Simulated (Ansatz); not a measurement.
`B[NH][GeH3]` + `N=CBO` → `OB/C=[N]/[GeH3]` + `BN`  (ligand exchange at a Ge–N bond)

Computed with Ansatz on PBE0-D4/def2-TZVP structures; ΔE is electronic, products minus reactants. CCSD(T)/CBS adds triple-zeta CCSD(T) − MP2 to the extrapolated MP2 energy (def2 sets, frozen cores). This one scheme is used for every species. Functionals use def2-TZVPP. B3LYP here is the variant with VWN-RPA as its local correlation; programs differ in this. For Ge outer-core shells are correlated without core-valence functions, which leaves a few kJ/mol of doubt a bond. Scalar relativity is left out up to krypton. One conformer a species, not always the lowest.

```json
{"level": "PBE-D4", "ΔE (kJ/mol)": "8.1", "difference from CCSD(T)/CBS": "-6.1"}
{"level": "r2SCAN-D4", "ΔE (kJ/mol)": "9.6", "difference from CCSD(T)/CBS": "-4.6"}
{"level": "PBE0-D4", "ΔE (kJ/mol)": "11.1", "difference from CCSD(T)/CBS": "-3.1"}
{"level": "B3LYP-D4", "ΔE (kJ/mol)": "8.2", "difference from CCSD(T)/CBS": "-6.0"}
{"level": "ωB97M-V", "ΔE (kJ/mol)": "13.9", "difference from CCSD(T)/CBS": "-0.3"}
{"level": "r2SCAN", "ΔE (kJ/mol)": "9.8", "difference from CCSD(T)/CBS": "-4.4"}
{"level": "CCSD/def2-TZVPP", "ΔE (kJ/mol)": "15.6", "difference from CCSD(T)/CBS": "1.4"}
{"level": "CCSD(T)/def2-TZVPP", "ΔE (kJ/mol)": "15.4", "difference from CCSD(T)/CBS": "1.2"}
{"level": "HF/def2-QZVPP", "ΔE (kJ/mol)": "10.5", "difference from CCSD(T)/CBS": "-3.7"}
{"level": "HF/CBS(def2)", "ΔE (kJ/mol)": "10.4", "difference from CCSD(T)/CBS": "-3.8"}
{"level": "CCSD(T)/CBS", "ΔE (kJ/mol)": "14.2", "difference from CCSD(T)/CBS": "0"}
```

Largest T1 diagnostic among the species: 0.014.

From PBE to PBE0 (25 % exact exchange), in def2-TZVPP and without D4, ΔE moves by +3.2 kJ/mol.
